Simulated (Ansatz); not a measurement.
Results of the Gaussian-basis code of Ansatz.

C₃H₆AlIn, SMILES `[AlH2][C]1=C[CH]1[InH2]`. The species carries charge 0 and has multiplicity 1. In: def2 effective core potential. All single points use the PBE0-D4/def2-TZVP geometry.

```xyz
11

Al    1.220    1.394   -1.598
C     0.667    0.593    0.048
C     0.970    0.008    1.168
C    -0.494    0.095    0.980
In   -1.704   -1.572    0.376
H     2.768    1.571   -1.880
H     0.118    1.857   -2.637
H     1.749   -0.334    1.833
H    -1.004    0.867    1.560
H    -0.946   -2.682   -0.723
H    -3.345   -1.797    0.872
```

Question: What is the dipole moment at PBE/def2-TZVPP? (Best estimate.)

Answer: The calculation gave: 1.45 D, with components (0.72, 0.38, 1.20) D in this frame, pointing from negative to positive charge.

Question: And with r2SCAN, B3LYP, ωB97M-V? (Best estimate.)

Answer: The calculation gave: r2SCAN 1.45 D, B3LYP 1.40 D, ωB97M-V 1.29 D.

Question: Give the Mulliken charges with PBE, ωB97M-V, r2SCAN in def2-TZVPP. (Estimate.)

Answer: The calculation gave: 
```
atom    PBE  ωB97M-V  r2SCAN
 Al1   0.38     0.43    0.54
  C2  -0.21    -0.30   -0.29
  C3  -0.08    -0.08   -0.10
  C4  -0.30    -0.38   -0.28
 In5   0.49     0.47    0.54
  H6  -0.11    -0.10   -0.15
  H7  -0.12    -0.11   -0.15
  H8   0.16     0.17    0.14
  H9   0.09     0.12    0.06
 H10  -0.16    -0.12   -0.17
 H11  -0.13    -0.11   -0.15
```

B3LYP here is the variant with VWN-RPA as its local correlation; programs differ in this.
